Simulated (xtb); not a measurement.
xtb input (GFN-FF):

```bash
xtb mol.xyz --gfnff --opt tight --chrg 0 --uhf 0
```
mol.xyz:
```
4

V      0.02640047    -0.05177735    -0.15770495
O     -1.26537268    -0.95426977    -0.00144501
O     -0.35790681     1.41124491    -0.62617204
F      1.37544724    -0.27388024     0.96090559
```

End of the output:

```
         :::::::::::::::::::::::::::::::::::::::::::::::::::::
         ::                     SUMMARY                     ::
         :::::::::::::::::::::::::::::::::::::::::::::::::::::
         :: total energy              -0.573430155473 Eh    ::
         :: gradient norm              0.000063794731 Eh/a0 ::
         ::.................................................::
         :: bond energy               -0.387467485139 Eh    ::
         :: angle energy               0.000111865910 Eh    ::
         :: torsion energy             0.000000000000 Eh    ::
         :: repulsion energy           0.004999063708 Eh    ::
         :: electrostat energy        -0.189960237483 Eh    ::
         :: dispersion energy         -0.001113362469 Eh    ::
         :: HB energy                  0.000000000000 Eh    ::
         :: XB energy                  0.000000000000 Eh    ::
         :: bonded atm energy          0.000000000000 Eh    ::
         :: external energy            0.000000000000 Eh    ::
         :: add. restraining           0.000000000000 Eh    ::
         :: total charge               0.000000000000 e     ::
         :::::::::::::::::::::::::::::::::::::::::::::::::::::

           -------------------------------------------------
          |                Property Printout                |
           -------------------------------------------------

molecular dipole:
                 x           y           z       tot (Debye)
 q only:        0.401      -0.091       0.238       1.207
           -------------------------------------------------
          |                Geometry Summary                 |
           -------------------------------------------------

      molecular mass/u    :      101.9386780
   center of mass at/Å    :       -0.0300605       0.0271376       0.0590907
  moments of inertia/u·Å² :        0.6146182E+02   0.7411850E+02   0.1355803E+03
rotational constants/cm⁻¹ :        0.2742781E+00   0.2274416E+00   0.1243369E+00

 * 3 selected distances

     #   Z          #   Z                                           value/Å
     1  23 V        2   8 O                                       1.5769996
     1  23 V        3   8 O                                       1.5769996 (min)
     1  23 V        4   9 F                                       1.7283855 (max)

 * 2 distinct bonds (by element types)

   Z      Z             #   av. dist./Å        max./Å        min./Å
   8 O   23 V           2     1.5769996     1.5769996     1.5769996
   9 F   23 V           1     1.7283855     1.7283855     1.7283855

optimized geometry written to: xtbopt.xyz

           -------------------------------------------------
          | TOTAL ENERGY               -0.573430155473 Eh   |
          | GRADIENT NORM               0.000063794731 Eh/α |
           -------------------------------------------------
########################################################################
[WARNING] Runtime exception occurred
-1- gfnff_setup: Could not read topology file.
########################################################################

------------------------------------------------------------------------
------------------------------------------------------------------------
 total:
Note: The following floating-point exceptions are signalling: IEEE_UNDERFLOW_FLAG IEEE_DENORMAL
normal termination of xtb
 SCF:
 ANC optimizer:
```
